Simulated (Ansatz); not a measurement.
`F[BH][AlH2]` + `C=N` → `C=NBF` + `[AlH3]` at 600 K and 1 bar (cleavage of the B–Al bond).

Calculated with Ansatz (gas phase, PBE0-D4/def2-TZVP geometries, no zero-point term in ΔE). CBS: MP2 limit from def2 TZ/QZ plus the TZ coupled-cluster correction, frozen cores. This one scheme is used for every species. One conformer a species, not always the lowest.

```tsv
species	CCSD(T)/CBS energy (Eh)	H − E (kJ/mol)	S (J/(mol·K))
`F[BH][AlH2]`	-368.40257	113.7	353.8
`C=N`	-94.52360	129.6	259.4
`C=NBF`	-219.19469	161.3	349.4
`[AlH3]`	-243.78045	74.2	242.3
```

H − E and S are ideal-gas, rigid-rotor, harmonic terms from PBE0-D4/def2-TZVP, for one conformer and one mirror image of each species. 1 Eh = 2625.50 kJ/mol, R = 8.31446 J/(mol·K).

Q: By hand: ΔE, ΔH, ΔS and ΔG.

A: ΔE = (-219.19469) + (-243.78045) − (-368.40257) − (-94.52360) = -0.04897 Eh = -128.6 kJ/mol. Δ(H − E) = 161.3 + 74.2 − 113.7 − 129.6 = -7.8, so ΔH = -136.4 kJ/mol. ΔS = 349.4 + 242.3 − 353.8 − 259.4 = -21.5 J/(mol·K). ΔG = -136.4 − 600 × (-21.5)/1000 = -123.5 kJ/mol.

Q: By hand: the equilibrium constant, and the temperature at which ΔG would vanish if ΔH and ΔS stayed fixed.

A: log₁₀ K = −ΔG/(RT ln 10) = 10.8. ΔG = 0 at ΔH/ΔS = 6344 K, far beyond where these terms or the molecules hold.

ΔH outweighs TΔS. A doubt of 5 kJ/mol in ΔE shifts log₁₀ K by 0.4 here. Other conformers and mirror images would add mixing entropy, several J/(mol·K) or more a flexible species. These are equilibria of isolated gas molecules and say nothing of rates. Largest T1 diagnostic: 0.014 (customary marks: 0.02 for closed shells, 0.045 for open ones).
